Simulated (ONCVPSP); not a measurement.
## Se, ONCV: configuration errors across variants

selenium, optimised norm-conserving Vanderbilt (ONCV), made with ONCVPSP 4.0.1 (PBE, scalar-relativistic). Core [Ne], reference 3s2 3p6 3d10 4s1.5 4p4.5. Waves: 3s+4s: rc 0.85 bohr, ncon 4, nbas 8, qcut 12.7 1/bohr, 2 projectors; 3p+4p: rc 1.05 bohr, ncon 4, nbas 8, qcut 12.6 1/bohr, 3 projectors, debl 3.7 Ha; 3d: rc 1.20 bohr, ncon 4, nbas 9, qcut 14.6 1/bohr, 3 projectors, debl 3.5 Ha. Local part: polynomial inside 0.75 bohr (lpopt 5, dvloc0 0 Ha). Core correction: Teter function fitted to the true core (icmod 2), fcfact 0.55.

All-electron excitation energies from the reference (eV): (1) 3s2 3p6 3d10 4s2 4p4 -5.415; (2) 3s2 3p6 3d10 4s2 4p3 5.431; (3) 3s2 3p6 3d10 4s2 4p2 25.779; (4) 3s2 3p5 3d10 4s2 4p4 158.928.

Errors AE − PS in meV (a dash: test not solved or not reliable):

```csv
change,(1),(2),(3),(4),bound ghosts,GHOST(+) flags above zero
base,-0.2,-1.2,-3.5,-220,none,none
"all radii but the core radius scaled by about 0.86 (s 0.74, p 0.90, d 1.04 bohr); local potential polynomial inside 0.64 bohr (lpopt 5, dvloc0 0 Ha)",+0.1,-0.2,-1.5,-195,none,none
"all radii but the core radius scaled by about 0.95 (s 0.80, p 1.00, d 1.14 bohr); local potential polynomial inside 0.70 bohr (lpopt 5, dvloc0 0 Ha)",+0.1,0.0,-1.0,-229,none,none
"all radii but the core radius scaled by about 1.08 (s 0.92, p 1.14, d 1.30 bohr); local potential polynomial inside 0.82 bohr (lpopt 5, dvloc0 0 Ha)",-0.1,-0.8,-2.6,-204,none,none
"all radii but the core radius scaled by about 1.15 (s 0.98, p 1.20, d 1.38 bohr); local potential polynomial inside 0.86 bohr (lpopt 5, dvloc0 0 Ha)",+0.1,+0.3,-0.6,-187,none,none
"all radii but the core radius scaled by about 1.25 (s 1.06, p 1.32, d 1.50 bohr); local potential polynomial inside 0.94 bohr (lpopt 5, dvloc0 0 Ha)",-0.4,-2.1,-6.0,-116,none,none
"all radii but the core radius scaled by about 1.32 (s 1.12, p 1.38, d 1.58 bohr); local potential polynomial inside 1.00 bohr (lpopt 5, dvloc0 0 Ha)",-0.4,-1.9,-5.7,-82,none,none
```

(1) Give the same row for: all radii but the core radius scaled by about 0.79 (s 0.68, p 0.82, d 0.94 bohr); local potential polynomial inside 0.60 bohr (lpopt 5, dvloc0 0 Ha).

Results:

(1) +0.1, -0.1, -1.3, -163; bound ghosts: none; GHOST(+) flags above zero: s.
